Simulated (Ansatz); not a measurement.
**Redistribution: C2H4F2 + C2HFI2 → C2H3F2I + C2H2FI**

Species: C2H4F2 (1,2-difluoroethane) `FCCF`, singlet; C2HFI2 `F/C(I)=C\I`, singlet; C2H3F2I `FCC(F)I`, singlet; C2H2FI `C=C(F)I`, singlet. The partners trade H for I; both sit on C, so the bond types are kept.

Shapes, held fixed at every level: PBE0-D4/def2-TZVP. Flexible molecules stand in one conformer, not always the lowest. Programs: Ansatz 0.2.0. The zero-point and thermal change to 298 K, harmonic and unscaled (PBE0-D4/def2-TZVP), is -1.9 kJ/mol.

Problem. Estimate ΔH(298 K) of this reaction.

Solution. The highest level, CCSD(T)/def2-TZVPP, gives ΔH(298 K) = -4.1 kJ/mol; the levels span -9.7 to -2.4. The column of differences is taken from that level and isn't an error. No measured value is set beside it here. For atoms past krypton def2 sets carry core potentials with scalar relativity. Outer-core shells of I are correlated, in sets that cover them unevenly. Times are processor times on shared x86 and Arm servers, and rough.

```json
{"level": "r2SCAN-D4/def2-TZVPP", "kind": "meta-GGA", "ΔH(298 K) (kJ/mol)": "-9.7", "less CCSD(T)/def2-TZVPP": "-5.6", "CPU time (sum over the molecules)": "40 s"}
{"level": "BHLYP-D4/def2-TZVPP", "kind": "global hybrid", "ΔH(298 K) (kJ/mol)": "-2.6", "less CCSD(T)/def2-TZVPP": "+1.5", "CPU time (sum over the molecules)": "35 s"}
{"level": "wB97M-V/def2-TZVPP", "kind": "range-separated hybrid", "ΔH(298 K) (kJ/mol)": "-7.2", "less CCSD(T)/def2-TZVPP": "-3.1", "CPU time (sum over the molecules)": "87 s"}
{"level": "B2PLYP/def2-TZVPP", "kind": "double hybrid", "ΔH(298 K) (kJ/mol)": "-3.7", "less CCSD(T)/def2-TZVPP": "+0.4", "CPU time (sum over the molecules)": "52 s"}
{"level": "CCSD(T)/def2-SVP", "kind": "coupled cluster or CI", "ΔH(298 K) (kJ/mol)": "-2.4", "less CCSD(T)/def2-TZVPP": "+1.7", "CPU time (sum over the molecules)": "68 s"}
{"level": "CCSD/def2-TZVPP", "kind": "coupled cluster or CI", "ΔH(298 K) (kJ/mol)": "-3.4", "less CCSD(T)/def2-TZVPP": "+0.7", "CPU time (sum over the molecules)": "–"}
{"level": "CCSD(T)/def2-TZVPP", "kind": "coupled cluster or CI", "ΔH(298 K) (kJ/mol)": "-4.1", "less CCSD(T)/def2-TZVPP": "0.0", "CPU time (sum over the molecules)": "12 min"}
```
